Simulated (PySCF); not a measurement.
C7H14GeO.
Numbering: `[CH3:1][C@@H:2]1[CH2:3][C@H:4]([O:5][GeH3:6])[C:7]12[CH2:8][CH2:9]2`

The calculation used PySCF, delta-SCF UKS SCAN, pcX-2 on the ionised atom, pcseg-1 elsewhere, spin-free X2C. Each binding energy is the total energy of the core-ionised species, with the hole localised on one atom, minus that of the ground state; both are solved self-consistently, so orbital relaxation is included.

Some binding energies are withheld.

```
atom(s)     bonded to  level  binding energy (eV)
     C1     C and 3 H   C 1s               290.40
     C2     3 C and H   C 1s               290.30
     C3   2 C and 2 H   C 1s                    ?
     C4  O, 2 C and H   C 1s                    ?
     C7           4 C   C 1s               290.00
     C8   2 C and 2 H   C 1s               290.13
     C9   2 C and 2 H   C 1s               290.08
     O5      C and Ge   O 1s                    ?
```

Question: What is the C 1s binding energy of C3?

Answer: 290.03 eV (four-membered-ring carbon). The nearest listed C 1s value is that of C7; the shift against it is +0.03 eV.

Question: What is the C 1s binding energy of C4?

Answer: 291.57 eV (sp3 carbon bound to oxygen). The nearest listed C 1s value is that of C1; the shift against it is +1.17 eV.

Question: What is the O 1s binding energy of O5?

Answer: 537.26 eV (oxygen bonded to C and Ge).

Lowest listed C 1s: C7, bonded to 4 C. Highest, 1.57 eV above it: C4, bonded to O, 2 C and H. The values 290.00, 290.03 and 290.08 eV lie too close for their order to be trusted.

Question: What is the longest wavelength that can ionise C 1s of C2 vertically?

Answer: λ = hc/E = 12398.42 eV Å / 290.30 eV = 42.709 Å.

No level of germanium is listed. One conformer (not necessarily the lowest) at the PBE0-D3(BJ)/def2-SVP geometry, without solvent, vibrations or thermal averaging.

Hardware: an Arm Neoverse V2 with one thread, shared host. Cost: 2.1 min, 0.97 GiB resident at most.

Conformer computed: `[CH3:1][C@@H:2]1[CH2:3][C@H:4]([O:5][GeH3:6])[C:7]12[CH2:8][CH2:9]2`: C3–C4–O5–Ge6 80°.
